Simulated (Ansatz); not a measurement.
Frontier orbitals of CH₃BFN, SMILES `FC1BN1`.

```xyz
7

F    -0.6769    1.4250   -0.9030
C    -0.6343    0.3170   -0.0762
B     0.3299   -0.8497   -0.3966
N     0.6183    0.0769    0.5475
H    -1.5361    0.3097    0.5312
H     0.7278   -1.8101   -0.9580
H     1.1712    0.5311    1.2551
```

Total charge 0; spin multiplicity 1. The structure was optimised at the PBE0-D4/def2-TZVP level. Basis def2-TZVPP, Ansatz 0.2.0.

Orbital energies of one run (eV). Highest occupied ones, from the top: -10.28, -11.40, -12.36, -14.05, -14.56, -16.05, -16.71, -18.94, -21.26, -29.21, -35.87, -188.22, -283.88, -395.41. Empty: 1.65, 2.30, 2.89, 3.21, 4.03, 4.43.

Task: Which functional gave them?
A. ωB97M-V
B. LC-ωPBE
C. r2SCAN0
D. PBE

Result: A. HOMO energies: ωB97M-V -10.28, r2SCAN0 -8.14, LC-ωPBE -10.75, PBE -6.50 eV.

LC-ωPBE has ω = 0.4 bohr⁻¹.
